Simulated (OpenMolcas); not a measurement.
In: RASPT2 settings compared

| Item | Value |
| --- | --- |
| Program | OpenMolcas |
| Basis | ANO-R1 [6s5p3d1f] |
| Scalar Hamiltonian | X2C, finite nucleus |
| Active space | 3 electrons in 9 orbitals (RAS2 5s 5p; RAS3 5d, at most 2 electrons) |
| State averaging | 2S+1 = 2 odd, 3 roots; 2S+1 = 4 even, 3 roots |
| Spin-orbit coupling | state interaction with AMFI integrals over the reference wave functions, term energies averaged over their components |

Methods on the same reference wave functions:
A. RASSCF
B. SS-RASPT2, IPEA 0.35 Eh, no level shift (closed shells correlated: none)
C. SS-RASPT2, IPEA 0.2 Eh, sigma2 regulariser 0.15 Eh (closed shells correlated: none)
D. SS-RASPT2, IPEA 0.4 Eh, imaginary shift 0.1 Eh (closed shells correlated: 4d)

Energies in cm-1 above 5s2 5p 2P* 1/2, the measured ground level; measured values from NIST Handbook of Basic Atomic Spectroscopic Data.

| Level | A | B | C | D | Measured |
| --- | --- | --- | --- | --- | --- |
| 5s2 5p 2P* 1/2 | 0.0 | 0.0 | 0.0 | 0.0 | 0.0 |
| 5s2 5p 2P* 3/2 | 2139 | 2139 | 2139 | 2139 | 2213 |
| 5s 5p2 4P 1/2 | 27838 | 28967 | 28978 | 33045 | 34978 |
| 5s 5p2 4P 3/2 | 28610 | 29739 | 29751 | 33817 | 36021 |
| 5s 5p2 4P 5/2 | 29897 | 31026 | 31038 | 35104 | 37452 |

Deviations, from unrounded energies. A percentage is the sum of absolute deviations over the sum of measured energies, with the sign that they share, or ± where signs differ.

```json
{"Against measurement": "mean absolute deviation (cm-1)", "Levels": "4", "A": "5500", "B": "4700", "C": "4700", "D": "1600"}
{"Against measurement": "fine structure of the ground term (%)", "Levels": "1", "A": "-3.3", "B": "-3.3", "C": "-3.3", "D": "-3.3"}
{"Against measurement": "other configurations (%)", "Levels": "3", "A": "-20.4", "B": "-17.3", "C": "-17.2", "D": "-6.0"}
```

D lies closest to measurement on these levels and A furthest from it. The largest miss of D in the table is 5s 5p2 4P 5/2, by -2300 cm-1. The ranking rests on the paired levels alone, and a cruder setting can come out closer through cancelling errors.

Among B to D the level of the table that moves most is 5s 5p2 4P 5/2, by 4100 cm-1 (lowest in B, highest in D).

The lowest spin-free term lies below A's lowest term by 0.007 hartree in B, 0.007 hartree in C, 0.357 hartree in D.

Active for correlation alone: 5d; no level in the range computed is led by a configuration that fills it, so any true level of that kind is missing. Without dynamic correlation excited terms often stand tens of per cent too high (terms of higher spin than the ground term too low), and those without a measured partner can miss by more than the paired ones (holds for A). Computed and measured levels are paired by configuration, term and J; levels that our copy of the source lacks, or whose pairing is in doubt (as where it misses far off the trend of its configuration), stay unpaired and out of the deviations. Only configurations of the active space appear.

* marks odd parity.
